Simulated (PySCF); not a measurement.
**Spin states of RbO**

Unrestricted PBE0; basis Rb def2-SVP with ECP28, O def2-SVP; scalar-relativistic core potentials; PySCF 2.14. Outer shells of the fragments: Rb 5s1; O 2s2 2p4.

Followed along the bond (rough minima from three points):

```json
{"2Ms+1": "2", "unpaired": "π ↑", "⟨S²⟩ at the start": "0.77", "R at minimum (Å)": "2.47", "Te (eV)": "0.00"}
{"2Ms+1": "2", "unpaired": "σ ↑", "⟨S²⟩ at the start": "0.76", "R at minimum (Å)": "2.32", "Te (eV)": "0.03"}
{"2Ms+1": "4", "unpaired": "σ ↑, π ↑↑", "⟨S²⟩ at the start": "3.75", "R at minimum (Å)": "none in the scan", "Te (eV)": "≤ 2.31"}
```

Solutions found at the starting distance of 2.660 Å, counted from the lowest of them; the search is not exhaustive and high or unbound solutions are not listed, so other states can lie among these:

| 2Ms+1 | unpaired | term | E (eV) | ⟨S²⟩ | ⟨Lz²⟩ | μ (D) |
| --- | --- | --- | --- | --- | --- | --- |
| 2 | π ↑ | ²Π | 0.00 | 0.77 | 1.01 | -9.35 |
| 2 | σ ↑ | ²Σ⁺ | 0.24 | 0.76 | 0.00 | -10.28 |
| 4 | σ ↑, π ↑↑ | ⁴Σ⁻ | 2.35 | 3.75 | 0.00 | 1.56 |
| 2 | σ ↓, π ↑↑ | mixed | 2.39 | 1.75 | 0.00 | 1.98 |
| 4 | σ ↑↑, π ↑ | ⁴Π | 2.45 | 3.75 | 1.00 | 1.81 |
| 2 | σ ↑, π ↑↓ | mixed | 3.15 | 1.75 | 2.00 | 1.76 |
| 4 | π ↑↑↑ | ⁴Π | 3.58 | 3.75 | 1.00 | 0.44 |
| 4 | σ ↑, π ↑↑ | mixed | 3.71 | 3.75 | 2.00 | 0.74 |
| 4 | σ ↑, π ↑↑ | mixed | 3.74 | 3.75 | 2.00 | 1.46 |
| 4 | π ↑↑, δ ↑ | ⁴Δ | 4.47 | 3.75 | 4.00 | 0.48 |

A term symbol is given only where ⟨S²⟩ and ⟨Lz²⟩ are close to those of a pure state; real π, δ and φ orbitals otherwise mix terms. A positive dipole means Rb(−)O(+).

Question: Compare the gap between the two lowest followed solutions at the starting distance with the gap between their minima.

Answer: At PBE0 the second solution (doublet, unpaired electrons σ ↑) lies +0.24 eV from the first (doublet, unpaired electrons π ↑) at 2.660 Å and +0.03 eV at the minima; the two curves relax by different amounts, since their minima lie near 2.32 and 2.47 Å. A gap this small is a tie at this level.

Spin–orbit coupling is left out. Counting both spins, an empty level lies below a filled one in some of these solutions, because spin and occupation are held.
